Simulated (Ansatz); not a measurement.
Reaction (substitution at a C–Al bond): `[F][AlH][CH](F)[SiH3]` + H₂S → `FC([SiH3])S` + `[F][AlH2]`

Program: Ansatz. Geometries: PBE0-D4/def2-TZVP. ΔE: electronic, gas phase. CCSD(T)/CBS is the MP2 limit (def2-TZVPP, def2-QZVPP) plus CCSD(T) − MP2 in def2-TZVPP, frozen cores. This one scheme is used for every species. DFT in def2-TZVPP. B3LYP here is the variant with VWN-RPA as its local correlation; programs differ in this. Each species was taken in one conformer, which may not be the lowest.

```tsv
level	ΔE (kcal/mol)	difference from CCSD(T)/CBS
PBE-D4	6.5	-0.5
r2SCAN-D4	7.1	0.1
PBE0-D4	6.8	-0.2
B3LYP-D4	7.2	0.2
ωB97X-V	6.6	-0.4
ωB97M-V	7.2	0.2
B2PLYP	7.1	0.1
PBE	6.7	-0.3
r2SCAN	7.1	0.1
PBE0	6.9	-0.1
B3LYP	7.6	0.6
HF/def2-TZVPP	7.0	0.0
MP2/def2-TZVPP	6.4	-0.6
SCS-MP2/def2-TZVPP	6.4	-0.6
CCSD/def2-TZVPP	7.6	0.6
CCSD(T)/def2-TZVPP	7.2	0.2
HF/def2-QZVPP	7.0	0.0
MP2/def2-QZVPP	6.2	-0.8
SCS-MP2/def2-QZVPP	6.3	-0.7
HF/CBS(def2)	7.0	0.0
MP2/CBS(def2)	6.2	-0.8
CCSD/CBS(def2)	7.4	0.4
CCSD(T)/CBS	7.0	0
```

Largest T1 diagnostic among the species: 0.013.
